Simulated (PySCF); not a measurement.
A geometry optimisation on `CC(=O)CCBr`.

Computed with PBE0-D3(BJ)/def2-SVP geometry optimisation, gas phase (PySCF 2.14.0). Start geometry: GFN2-xTB. The input is one job of a driver script: a line of settings, then coordinates in Å.

Input:
```
{"job": {"xc": "PBE0", "basis": "def2-SVP", "d3": "d3bj", "grid": 1, "kind": "geom"}, "charge": 0, "multiplicity": 1}
C     -2.017988    -0.044585    -0.098859
C     -0.692928    -0.298864    -0.767515
O     -0.582462    -0.872094    -1.819682
C      0.507117     0.232359    -0.000301
C      1.798615    -0.062902    -0.739750
Br     3.336997     0.619027     0.247083
H     -2.822828    -0.451440    -0.705120
H     -2.033563    -0.510418     0.884157
H     -2.168603     1.024772     0.033194
H      0.384917     1.309469     0.141243
H      0.521096    -0.225942     0.992101
H      1.950990    -1.134337    -0.859463
H      1.814251     0.415441    -1.717774
```

Output:
```
step   0  E = -2804.98255167  max force = 0.014617
step   1  E = -2804.98341728  max force = 0.002761
step   2  E = -2804.98344400  max force = 0.000948
step   3  E = -2804.98344449  max force = 0.000869
step   4  E = -2804.98344808  max force = 0.000181
optimisation converged
```

Energies in Eh; «max force» is the largest Cartesian gradient component in Eh/bohr.

Question: How much energy does the optimisation release, in kJ/mol?

Answer: E(step 0) − E(last step) = 0.000896 Eh, which is 2.4 kJ/mol.

Question: Give the first gradient maximum in eV/Å.

Answer: With 1 Eh/bohr = 51.422 eV/Å, 0.752 eV/Å.

In short: final energy -2804.98345 Eh after 4 steps; dipole 2.63 D.

Question: Where do the atoms end?

Answer: 0.025 Å rms from the input after alignment:
```
atom  x, y, z in Å
C1    -2.0421   -0.2157   -0.5869
C2    -0.7139   -0.4651   -1.2537
O3    -0.6188   -1.0618   -2.2995
C4     0.5127    0.0726   -0.5407
C5     1.7813   -0.2254   -1.3035
Br6    3.3413    0.4781   -0.3851
H7    -2.8483   -0.6335   -1.2021
H8    -2.0606   -0.6779    0.4127
H9    -2.2038    0.8641   -0.4424
H10    0.3884    1.1584   -0.3881
H11    0.5509   -0.3602    0.4739
H12    1.9400   -1.3038   -1.4206
H13    1.7692    0.2274   -2.3018
```

Question: How long does this job take on Arm Neoverse V2, one thread, no GPU, shared host?

Answer: About 34 s.
Labels such as C1 count atoms from 1, the log's own numbers from 0.
